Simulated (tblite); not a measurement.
Compound: 2-fluorobenzoyl chloride, C₇H₄ClFO.
Atom-mapped SMILES: `[O:1]=[C:2]([Cl:3])[c:4]1[cH:5][cH:6][cH:7][cH:8][c:9]1[F:10]` (hydrogens: H11 on C5; H12 on C6; H13 on C7; H14 on C8)

Cartesian coordinates in Å at the GFN2-xTB level; atoms count from 1:
```xyz
14
C7H4ClFO angstrom
O      2.9730   -1.0107    0.1103
C      2.2996   -0.1399   -0.3485
Cl     3.0638    1.1010   -1.3325
C      0.8458   -0.0140   -0.1550
C      0.2543   -1.0115    0.6334
C     -1.0983   -1.0174    0.8981
C     -1.9077   -0.0177    0.3775
C     -1.3542    0.9788   -0.4040
C      0.0065    0.9793   -0.6661
F      0.4686    1.9756   -1.4299
H      0.8987   -1.7812    1.0302
H     -1.5244   -1.7983    1.5085
H     -2.9680   -0.0133    0.5782
H     -1.9584    1.7687   -0.8224
```

Computed with GFN2-xTB (tblite): harmonic, unscaled wavenumbers at the GFN2-xTB geometry, gas phase. The method is semi-empirical: single wavenumbers can be off by several per cent or more. One conformer, not necessarily the lowest. The optimisation stopped once no atom felt more than 0.01 eV/Å.

Lowest wavenumbers of the output (negative numbers stand for imaginary wavenumbers):
```
mode    cm-1
  1     -29.4
  2     116.8
  3     181.0
  4     230.4
  5     281.4
  6     339.2
  7     389.1
  8     456.7
```

**Question.** Is this structure a minimum?

**Answer.** Not by this Hessian. 1 mode is imaginary beyond 20i (29i cm⁻¹), so at this level the point lies at or near a first-order saddle. The curvature is small, so loose convergence or finite differences may be the whole cause.

**Question.** Which atoms move in the imaginary mode?

**Answer.** 29i: Cl3 (chlorine bonded to C) 34 %, O1 (carbonyl oxygen) 30 %, F10 (aryl fluorine) 21 %. These are shares of the mass-weighted motion.

**Question.** What is the remedy?

**Answer.** Step along that mode in both directions, optimise again with tighter thresholds and repeat the frequencies. The zero-point energy of this point (56.1 kcal/mol) counts the 35 real modes alone, and thermal corrections from it aren't those of a minimum.
